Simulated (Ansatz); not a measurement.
One change: `C#[C][SnH]([CH3])[CH3]` becomes `C#[C][SnH]([CH3])[F]`.

Ansatz, PBE0-D4/def2-TZVP geometries, multiplicity 1. 

Elements past krypton have def2 core potentials.

```
                                          property  `C#[C][SnH]([CH3])[CH3]`
                LUMO energy (PBE0/def2-TZVPP) / eV                      0.25
                HOMO energy (PBE0/def2-TZVPP) / eV                     -7.70
    size of the dipole moment (PBE/def2-TZVPP) / D                      1.12
             HOMO energy (ωB97M-V/def2-TZVPP) / eV                     -9.90
size of the dipole moment (ωB97M-V/def2-TZVPP) / D                      1.05
              HOMO–LUMO gap (PBE0/def2-TZVPP) / eV                      7.95
```

Problem. What does the change do to each property? (An estimate is asked.)

Solution. Computed: 
| property | `C#[C][SnH]([CH3])[F]` | shift |
| --- | --- | --- |
| LUMO energy (PBE0/def2-TZVPP) / eV | -0.72 | -0.97 |
| HOMO energy (PBE0/def2-TZVPP) / eV | -8.28 | -0.58 |
| size of the dipole moment (PBE/def2-TZVPP) / D | 2.94 | 1.82 |
| HOMO energy (ωB97M-V/def2-TZVPP) / eV | -10.50 | -0.60 |
| size of the dipole moment (ωB97M-V/def2-TZVPP) / D | 3.08 | 2.03 |
| HOMO–LUMO gap (PBE0/def2-TZVPP) / eV | 7.55 | -0.40 |

With PBE0 the HOMO falls by 0.58 eV and the LUMO falls by 0.97 eV, so the gap narrows by about 0.39 eV. PBE moves the HOMO by -0.54 eV and ωB97M-V by -0.60 eV. Dipoles are sizes alone; their direction can turn.
